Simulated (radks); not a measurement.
Values are calculated unless marked as measured or tabulated.
Ba24+, configuration [Ar] 3d10 4s2 4p2. Code: a radial shooting solver on a logarithmic mesh with Libxc functionals. Model: scalar-relativistic Kohn-Sham, PBE, spin-polarised, spherical densities, finite nucleus; open shells are filled with parallel spins first (spin-orbit coupling, left out, can overturn this in heavy ions); Fermi nuclear charge, rms radius 4.8378 fm.

Normalised radial functions P(r) = r R(r), r in bohr:

| r | 3p down | 4s up | 4d up |
|---|---|---|---|
| 0.003055 | 0.0241 | 0.2104 | 0.0001 |
| 0.003914 | 0.0371 | 0.2498 | 0.0003 |
| 0.004976 | 0.0561 | 0.2903 | 0.0005 |
| 0.006377 | 0.0855 | 0.3315 | 0.0010 |
| 0.008171 | 0.1293 | 0.3671 | 0.0020 |
| 0.01039 | 0.1908 | 0.3887 | 0.0038 |
| 0.01331 | 0.2807 | 0.3869 | 0.0074 |
| 0.01706 | 0.4041 | 0.3468 | 0.0143 |
| 0.02169 | 0.5588 | 0.2579 | 0.0266 |
| 0.02779 | 0.7511 | 0.1044 | 0.0495 |
| 0.03561 | 0.9562 | -0.1084 | 0.0896 |
| 0.04527 | 1.1242 | -0.3437 | 0.1535 |
| 0.05801 | 1.1916 | -0.5538 | 0.2561 |
| 0.07375 | 1.0611 | -0.6332 | 0.3973 |
| 0.0945 | 0.6385 | -0.4879 | 0.5806 |
| 0.1211 | -0.0867 | -0.0766 | 0.7677 |
| 0.154 | -0.9488 | 0.4663 | 0.8821 |
| 0.1973 | -1.7245 | 0.8913 | 0.8249 |
| 0.2528 | -2.0655 | 0.8316 | 0.4907 |
| 0.3214 | -1.8511 | 0.1845 | -0.1017 |
| 0.4118 | -1.2397 | -0.7964 | -0.8281 |
| 0.5278 | -0.5987 | -1.4810 | -1.3541 |
| 0.6709 | -0.2041 | -1.4513 | -1.3996 |
| 0.8597 | -0.0417 | -0.8816 | -0.9818 |
| 1.093 | -0.0050 | -0.3380 | -0.4652 |
| 1.401 | -0.0003 | -0.0705 | -0.1300 |
| 1.795 | 0.0000 | -0.0071 | -0.0192 |

3p down: eigenvalue -1744.2 eV, 1 radial node at r = 0.118 bohr, <r> = 0.285 bohr, 90 % of the charge inside 0.426 bohr. 4s up: eigenvalue -853.11 eV, 3 radial nodes at r = 0.0316, 0.126, 0.337 bohr, <r> = 0.605 bohr, 90 % of the charge inside 0.854 bohr. 4d up (empty): eigenvalue -680.65 eV, 1 radial node at r = 0.310 bohr, <r> = 0.632 bohr, 90 % of the charge inside 0.918 bohr.
